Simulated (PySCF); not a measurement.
Sn(F)(OH)3 (FH3O3Sn), SMILES [OH][Sn]([OH])([OH])[F]. Geometry optimised at PBE-D3(BJ)/def2-SVP. The structure was generated by enumeration; whether it is a known compound was not checked. The def2 effective core potentials stand for the cores of Sn; spin–orbit coupling is left out. The values are those of a single conformer.

Problem. Give the equilibrium geometry at PBE-D3(BJ)/def2-SVP (PySCF confirms it by a frequency run) as bond lengths and angles. (The exact figures need the calculation; the answer reports its results.)

Solution. One answer among several that fit: 
Atoms: O1 Sn2 O3 O4 F5 H6 H7 H8. Bond lengths (Å): O1–Sn2 1.987, O1–H6 0.979, Sn2–O3 1.987, Sn2–O4 1.987, Sn2–F5 1.959, O3–H7 0.979, O4–H8 0.979. Bond angles (°): Sn2–O1–H6 108.5, O1–Sn2–O3 110.6, O1–Sn2–O4 110.6, O1–Sn2–F5 108.3, O3–Sn2–O4 110.5, O3–Sn2–F5 108.4, O4–Sn2–F5 108.4, Sn2–O3–H7 108.5, Sn2–O4–H8 108.5.
Charge 0, spin multiplicity 1.
